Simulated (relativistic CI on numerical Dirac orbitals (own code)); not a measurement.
## Cu3+ in a cubic cluster: L2,3 absorption with charge transfer

Computed with a charge-transfer multiplet model of a cubic metal-ligand cluster with up to 2 ligand holes, Slater and spin-orbit integrals from Dirac-Coulomb-Breit ions, Slater integrals scaled by 0.8. The ground state mixes d8 with configurations of k ligand holes L, whose averages lie at kΔ + k(k − 1)U_dd/2; a core hole lowers each added d electron by U_cd. 300 K, Lorentzian 0.4 eV and Gaussian 0.3 eV FWHM.

Atomic integrals in eV (Slater integrals scaled, ζ unscaled), ground: F2dd 11.066, F4dd 6.905, zeta_d 0.110; with the core hole: F2dd 11.066, F4dd 6.905, zeta_d 0.138, zeta_core 13.377, F2cd 7.060, G1cd 5.412, G3cd 3.079.

Cluster parameters (eV): U_dd = 7.4, U_cd = 9.5, 10Dq = 1.1, 10Dq(ligand) = 1.4, V(eg) = 1.75, V(t2g) = -0.84, final-state hopping factor = 0.9.

```tsv
Case	n_d	d8	d9L	d10L2	S
Δ = -4.1 eV	8.99	0.16	0.70	0.14	1.00
Δ = -2.1 eV	8.75	0.32	0.62	0.06	1.00
Δ = -1.1 eV	8.62	0.42	0.54	0.04	1.00
Δ = -0.1 eV	8.49	0.54	0.44	0.02	1.00
Δ = 1.9 eV	8.28	0.73	0.26	0.01	1.00
```

Weights, n_d and S are thermal averages at 300 K. Photon energies count from the first peak over 30 % of the highest in each spectrum, which can be another peak from case to case. The parameters are a model scan and need not match a compound or its usual spin state. Peaks in eV (height, largest 100):
- Δ = -4.1 eV: 0.0 (100), 6.2 (6), 20.1 (40)
- Δ = -2.1 eV: 0.0 (100), 4.5 (10), 7.1 (6), 20.1 (37), 26.1 (6)
- Δ = -1.1 eV: 0.0 (100), 3.8 (12), 6.2 (8), 20.1 (36), 25.3 (8)
- Δ = -0.1 eV: 0.0 (100), 3.3 (12), 3.6 (12), 4.6 (6), 5.5 (9), 20.1 (33), 24.6 (9)
- Δ = 1.9 eV: 0.0 (100), 3.3 (12), 4.7 (9), 20.2 (24), 20.7 (21), 24.0 (7)

For the case Δ = -1.1 eV, Δ = -1.1 eV is smaller than U_dd = 7.4 eV, the charge-transfer side of the Zaanen-Sawatzky-Allen scheme (negative Δ: between configuration averages a ligand hole costs less than the nominal valence; multiplet and field energies can change this for the lowest states). With the core hole the configuration with one ligand hole lies at Δ + U_dd − U_cd = -6.2, -4.2, -3.2, -2.2, -0.2 eV from the one without, in the order of the table; where this is negative the screened configuration lies lower, though the effective hopping of about 1.9 eV (from the holes of the mixed ground state) mixes the two strongly wherever it is as large as the gap.
